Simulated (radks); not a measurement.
Results of a calculation; reference values are marked as such.
Species: the gallium ion Ga16+. Configuration: [Ne] 3s2 3p3. Level of theory: scalar-relativistic Kohn-Sham, MS2 meta-GGA, spin-polarised, spherical densities, finite nucleus; open shells are filled with parallel spins first; meta-GGA in the generalised Kohn-Sham scheme; Fermi nuclear charge, rms radius 3.9973 fm (a radial shooting solver on a logarithmic mesh with Libxc functionals).

Normalised radial functions P(r) = r R(r), r in bohr:

r         2s down  3s down
0.002272   0.2453   0.1113
0.002842   0.2996   0.1359
0.003528   0.3617   0.1641
0.004413   0.4372   0.1983
0.005521   0.5245   0.2378
0.006908   0.6232   0.2824
0.008642   0.7315   0.3313
0.01081    0.8452   0.3824
0.01342    0.9527   0.4305
0.01679    1.0502   0.4734
0.021      1.1156   0.5009
0.02628    1.1248   0.5015
0.03287    1.0481   0.4611
0.04113    0.8542   0.3650
0.05145    0.5175   0.2016
0.06386    0.0496  -0.0217
0.07989   -0.5580  -0.3041
0.09995   -1.2190  -0.5932
0.125     -1.8145  -0.8119
0.1564    -2.1983  -0.8610
0.1957    -2.2565  -0.6546
0.2429    -1.9819  -0.1930
0.3039    -1.4536   0.4746
0.3802    -0.8690   1.1242
0.4756    -0.4076   1.5010
0.595     -0.1441   1.4567
0.7444    -0.0358   1.0643
0.9239    -0.0061   0.5914
1.156     -0.0006   0.2288
1.446     0.0000   0.0584
1.809     0.0000   0.0090

2s down: eigenvalue -1845.4 eV, 1 radial node at r = 0.0651 bohr, <r> = 0.215 bohr, 90 % of the charge inside 0.332 bohr. 3s down: eigenvalue -617.28 eV, 2 radial nodes at r = 0.0627, 0.260 bohr, <r> = 0.561 bohr, 90 % of the charge inside 0.816 bohr.
